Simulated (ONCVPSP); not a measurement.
## Pseudopotential generation for calcium: ONCV, LDA (Perdew-Zunger), scalar-relativistic.

- Element: Ca
- Generator: ONCVPSP 4.0.1
- Type: optimised norm-conserving Vanderbilt (ONCV)
- Functional: LDA (Perdew-Zunger)
- Relativity: scalar-relativistic
- Frozen core: [Ne]
- Valence charge: 10
- Reference configuration: 3s2 3p6 (charge +2)
- Partial waves: 3s: rc 1.35 bohr, ncon 3, nbas 6, qcut 9.5 1/bohr, 2 projectors, debl 2.8 Ha; 3p: rc 1.80 bohr, ncon 4, nbas 8, qcut 9 1/bohr, 2 projectors, debl 1.1 Ha; d scattering state at 0.36 Ha: rc 1.40 bohr, ncon 4, nbas 8, qcut 7.1 1/bohr, 3 projectors, debl 0.8 Ha
- Local potential: polynomial inside 1.10 bohr (lpopt 5, dvloc0 0 Ha)
- Core correction: Teter function, fcfact 5.25, rcfact 1.52

In the p channel the program set the typed energies aside and used -1.584, 0.250 Ha. In the d channel the program set the typed energies aside and used 0.050, 0.850, 1.650 Ha.

All-electron outer shells of the reference configuration (LDA (Perdew-Zunger), scalar-relativistic, ld1.x):

```tsv
shell	level (eV)	outermost node (bohr)	outermost maximum (bohr)
3p	-43.12	0.42	1.04
```

Question: Does the generator finish with these settings?

Answer: Yes, a potential is produced and its reference levels are reproduced.

Question: Estimate the cutoffs (Ha) at which the residual kinetic energy of the hardest occupied pseudo-wave falls to 1 and 0.1 mHa per electron.

Answer: 29 Ha and 34 Ha.

Question: What does a ghost test show?

Answer: Ghosts flagged at negative energy: d at -1.43 eV (the flag in d may be a real empty level of the ion); GHOST(+) flagged for s at 355.2 eV. A true bound ghost makes a file unfit for plane-wave use.

Question: Which valence shell sets the plane-wave cutoff?

Answer: 3s: 29 Ha for 1 mHa per electron, against 16 Ha for 3p.

Question: Tests: 3s2 3p6 4s2; 3s2 3p6 4s1; 3s2 3p6 4s1.5; 3s2 3p6 4s1 4p1. Which has the largest error in its energy relative to the reference configuration, and how large is it?

Answer: 3s2 3p6 4s2, with +1.0 meV (all-electron minus pseudo) on -18.41 eV.
